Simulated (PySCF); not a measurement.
# Computed data sheet: `CO[SiH](OC)B`

C2H9BO2Si.
Numbering: `[BH2:1][SiH:2]([O:3][CH3:4])[O:5][CH3:6]` (hydrogens: H7, H8 on B1; H9 on Si2; H10, H11, H12 on C4; H13, H14, H15 on C6)

Among its groups: Si–H bond and three-coordinate boron.

PBE0-D3(BJ)/def2-SVP geometry optimisation, gas phase (PySCF):

```
Point group                  : C1
Rotational constants A, B, C : 3.512, 2.210, 1.459 GHz
```

wB97X-D/def2-SVPD ground state, ΔSCF and vertical TDDFT (core frozen in the response) (PySCF):

```
Dipole moment                                                     : 1.29 D
HOMO energy                                                       : -9.50 eV
LUMO energy                                                       : -0.53 eV
HOMO–LUMO gap                                                     : 8.97 eV
Lowest singlet excitation                                         : 3.95 eV (314 nm, f = 0.003)
Strongest line among the 10 lowest singlet transitions            : S10 at 8.29 eV (149 nm, f = 0.070)
Lowest triplet excitation (Tamm–Dancoff)                          : 3.23 eV
Static isotropic polarisability                                   : 73.5 au
Vertical ionisation energy                                        : 9.72 eV
Vertical electron affinity                                        : 0.52 eV
Electronic spatial extent ⟨r²⟩ about the centre of nuclear charge : 869 bohr²
```

CAM-B3LYP/pcSseg-2 ground state and GIAO shieldings, non-relativistic (PySCF):

```
13C chemical shifts (computed TMS as zero) by class         : 53.0 (C4/C6) ppm
1H chemical shifts (computed TMS as zero) by class          : 9.75 (H7/H8), 5.09 (H9), 3.74 (H10/H11/H12/H13/H14/H15) ppm
Isotropic shieldings of nuclei other than C and H, by class : -24 (B1), 311 (O3/O5), 345 (Si2) ppm
```

Monoisotopic mass from the formula: 104.0465 u.

With B = h/(8π²I), that is 505.379 GHz u Å² over I, the principal moments of inertia are 143.9, 228.7 and 346.4 u Å² (most abundant isotopes). The largest Löwdin shares of the LUMO are 0.55 on B1, 0.19 on Si2, 0.09 on H7 and 0.09 on H8. S1 lies 5.02 eV below the HOMO–LUMO gap; its leading configuration is HOMO→LUMO, weight 0.87. The vertical singlet–triplet gap S1 − T1 is 0.72 eV (TDDFT singlet less Tamm–Dancoff triplet; S1: HOMO→LUMO, weight 0.87; T1: HOMO→LUMO, weight 0.79). −ε(LUMO) is 0.53 eV against a ΔSCF electron affinity of 0.52 eV. The principal polarisabilities are 62.6, 77.1 and 80.7 au; their mean is the isotropic value. The dipole equals about 4.3 × 10⁻³⁰ C·m (1 D = 3.33564 × 10⁻³⁰ C·m). From the two ΔSCF values, the fundamental gap I − A is 9.20 eV and the Mulliken electronegativity (I + A)/2 is 5.12 eV.

 NMR classes are plain means over equivalent atoms (diastereotopic ones count apart unless rotation or inversion swaps them), as if these changed places fast; in this geometry the members of some classes differ.

Conformer computed: `[BH2:1][SiH:2]([O:3][CH3:4])[O:5][CH3:6]`: B1–Si2–O3–C4 -174°, B1–Si2–O5–C6 -78°.

One conformer stands for the species.
